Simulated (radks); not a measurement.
Results of a calculation; reference values are marked as such.
How relativity changes the ionisation of the strontium ion Sr2+ ([Kr]) to Sr3+ ([Ar] 3d10 4s2 4p5). Spin-unpolarised spherical Kohn-Sham, PBE, point nucleus unless stated (finite: rms radius 4.224 fm), a radial shooting solver on a logarithmic mesh with Libxc functionals. A level marked "c x" has the speed of light scaled by that factor and shares open shells by 2j + 1; other Dirac levels either fill j = l - 1/2 first or share by 2j + 1.

level                               E(Sr2+) (hartree)  E(Sr3+) (hartree)  IE (eV)   HOMO  <r> HOMO (bohr)
non-rel.                                  -3132.33722        -3130.75054   43.176     4p            1.556
scalar-rel.                               -3178.87214        -3177.28223   43.264     4p            1.548
scalar-rel., finite nucleus               -3178.84053        -3177.25062   43.264     4p            1.548
Dirac, 2j+1 shares                        -3179.17688        -3177.58645   43.278  4p3/2            1.559
Dirac, low j first                        -3179.17688        -3177.60223   42.849  4p3/2            1.559
Dirac, 2j+1 shares, finite nucleus        -3179.14522        -3177.55479   43.278  4p3/2            1.559
Dirac, c x 1.25                           -3161.90055        -3160.31153   43.239  4p3/2            1.558
Dirac, c x 1.5                            -3152.71540        -3151.12713   43.219  4p3/2            1.557
Dirac, c x 5                              -3134.14380        -3132.55698   43.180  4p3/2            1.556

NIST Atomic Spectra Database: 42.884 eV (measured). The relativistic part of the total energy of Sr2+ is -46.81 hartree (Dirac, 2j+1 shares, finite nucleus), 1.5 % of the non-relativistic value. Spin polarisation and multiplet splitting of open shells are left out at every level.

Beside tabulated values, note that relativity, absent from the non-relativistic runs, is large for the heavy elements, and spin-unpolarised runs miss the spin-polarisation part of the exchange energy of open shells.
